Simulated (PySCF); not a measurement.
AlCl4, charge -1.

```xyz
5

Cl    -1.2592     1.2592    -1.2592
Al     0.0000     0.0000     0.0000
Cl     1.2592     1.2592     1.2592
Cl     1.2592    -1.2592    -1.2592
Cl    -1.2592    -1.2592     1.2592
```
Charge -1, spin multiplicity 1.

Geometry: B3LYP-D3(BJ)/def2-SVPD.

Method: PBE0/pcSseg-1 run with PySCF. Non-relativistic, no solvent.

Computed absolute GIAO shielding of each atom: isotropic value and principal components (ppm):
| atom | σ(iso) | σ11 | σ22 | σ33 | span |
|---|---|---|---|---|---|
| Cl1 | 934.3 | 872.4 | 872.4 | 1058.0 | 185.6 |
| Al2 | 458.4 | 458.4 | 458.4 | 458.4 | 0.0 |
| Cl3 | 934.3 | 872.4 | 872.4 | 1058.0 | 185.6 |
| Cl4 | 934.3 | 872.4 | 872.4 | 1058.0 | 185.6 |
| Cl5 | 934.3 | 872.4 | 872.4 | 1058.0 | 185.6 |
